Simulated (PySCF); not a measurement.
BiH₂Br, SMILES [Br][BiH2].

Coordinates come from a B3LYP-D3(BJ)/def2-TZVP optimisation. The def2 effective core potentials stand for the cores of Bi; spin–orbit coupling is left out.

These are C-PCM-M06-2X/def2-SVP (PySCF) values and carry that method's errors.

The values are the electrostatic part of the solvation free energy, E(continuum) − E(gas) at the gas-phase geometry, in a cavity of scaled van der Waals radii (PySCF's table); cavitation and dispersion terms are not included. A continuum can't describe solvent molecules that bind to the metal. In vacuum the orbital gap is 7.49 eV. The dipole moment in vacuum is 3.81 D.

| solvent | ε | ΔG(elec) (kcal/mol) | dipole (D) | gap (eV) |
|---|---|---|---|---|
| water | 78.36 | -5.6 | 5.38 | 7.87 |
| chlorobenzene | 5.70 | -4.4 | 5.06 | 7.80 |
| n-hexane | 1.88 | -2.3 | 4.45 | 7.66 |
